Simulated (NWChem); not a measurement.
System: C3HF3; SMILES C(F)=C=C(F)F

Excerpt of the output:

```
             Northwest Computational Chemistry Package (NWChem) 7.3.0
             --------------------------------------------------------

                             Geometry "geometry" -> ""
                             -------------------------

 Output coordinates in angstroms (scale by  1.889725989 to convert to a.u.)

  No.       Tag          Charge          X              Y              Z
 ---- ---------------- ---------- -------------- -------------- --------------
    1 F                    9.0000     0.44119700    -2.57792900     0.00000000
    2 C                    6.0000    -0.49807500    -1.61601200     0.00000000
    3 C                    6.0000    -0.22668300    -0.32805800     0.00000000
    4 C                    6.0000    -0.01460300     0.96960400     0.00000000
    5 F                    9.0000     0.10821000     1.72410700     1.08573600
    6 F                    9.0000     0.10821000     1.72410700    -1.08573600
    7 H                    1.0000    -1.51828900    -2.04338300     0.00000000

 Effective nuclear repulsion energy (a.u.)     209.9507928905

  xc_inp: hfexch multiplicative factor not found.

                                 NWChem DFT Module
                                 -----------------

 Summary of "ao basis" -> "ao basis" (spherical)
 ------------------------------------------------------------------------------
       Tag                 Description            Shells   Functions and Types
 ---------------- ------------------------------  ------  ---------------------
 F                           6-31g*                  6       14   3s2p1d
 C                           6-31g*                  6       14   3s2p1d
 H                           6-31g*                  2        2   2s

            General Information
            -------------------
          SCF calculation type: DFT
          Wavefunction type:  closed shell.
          No. of atoms     :     7
          No. of electrons :    46
           Alpha electrons :    23
            Beta electrons :    23
          Charge           :     0
          Spin multiplicity:     1
          Use of symmetry is: off; symmetry adaption is: off
          Maximum number of iterations: 150
          AO basis - number of functions:    86
                     number of shells:    38
          Convergence on energy requested:  1.00D-06
          Convergence on density requested:  1.00D-05
          Convergence on gradient requested:  5.00D-04

              XC Information
              --------------
                     Hartree-Fock (Exact) Exchange  1.000

      Superposition of Atomic Density Guess
      -------------------------------------

 Sum of atomic energies:        -411.59599105

      Non-variational initial energy
      ------------------------------

 Total energy =    -413.733816
 1-e energy   =    -987.498983
 2-e energy   =     363.814374
 HOMO         =      -0.254782
 LUMO         =       0.035654

     ---------------------------------------------
      Total Density - Mulliken Population Analysis
     ---------------------------------------------

    Atom       Charge   Shell Charges
 -----------   ------   -------------------------------------------------------
    1 F    9     9.45   2.00  0.95  3.39  1.00  2.10  0.01
    2 C    6     5.59   2.00  0.68  1.56  0.53  0.75  0.07
    3 C    6     6.45   2.00  0.74  2.11  0.53  1.05  0.02
    4 C    6     4.84   2.00  0.61  1.31  0.38  0.43  0.10
    5 F    9     9.43   2.00  0.94  3.38  1.01  2.10  0.01
    6 F    9     9.43   2.00  0.94  3.38  1.01  2.10  0.01
    7 H    1     0.82   0.47  0.35

[...]

                     NWChem Electrostatic Potential Fit Module
                     -----------------------------------------

 Atom parameters

 Number of atoms is                                    7
 Number of basis functions is                         86

 Grid parameters

 Maximum number of grid points is                  34004
 Number of grid points is                          34003
 Grid range                                     0.300000 nm
 Grid spacing                                   0.020000 nm
 Probe radius                                   0.070000 nm
 Atom radius factor                             1.000000

 Atomic radii

    1    0.100000
    6    0.147000
    9    0.128000
 FASTESP  F
  using M.O. file = ./job.movecs

    Atom              Coordinates                           Charge

                                                  ESP

    1 F     0.044120   -0.257793    0.000000   -0.195568
    2 C    -0.049808   -0.161601    0.000000    0.323784
    3 C    -0.022668   -0.032806    0.000000   -0.453332
    4 C    -0.001460    0.096960    0.000000    0.659164
    5 F     0.010821    0.172411    0.108574   -0.212959
    6 F     0.010821    0.172411   -0.108574   -0.213021
    7 H    -0.151829   -0.204338    0.000000    0.091933
                                            ------------
                                                0.000000

 Dipole moment                                  0.705125

 Quadrupole moment Qxx                          5.502072
                   Qyy                         -4.154895
                   Qzz                         -1.347177

 RMS deviation kJ/mol                           0.059310

 RRMS %                                        29.745315
```

Level: Hartree-Fock/6-31G* (spherical d). Coordinates come from a PBE-D3(BJ)/def2-SVP optimisation.

Which NWChem input produces such a log?

Several could match; the one computed here: the input that was run:
```
start job
memory heap 200 mb stack 900 mb global 1100 mb
geometry units angstroms noautosym nocenter noautoz
  F      0.441197    -2.577929     0.000000
  C     -0.498075    -1.616012     0.000000
  C     -0.226683    -0.328058     0.000000
  C     -0.014603     0.969604     0.000000
  F      0.108210     1.724107     1.085736
  F      0.108210     1.724107    -1.085736
  H     -1.518289    -2.043383     0.000000
end
basis spherical
  F library 6-31g*
  C library 6-31g*
  H library 6-31g*
end
dft
  xc hfexch
  iterations 150
  mulliken
end
task dft energy
esp
  recalculate
  probe 0.07
  range 0.3
  factor 1.0
  spacing 0.02
end
task esp
```
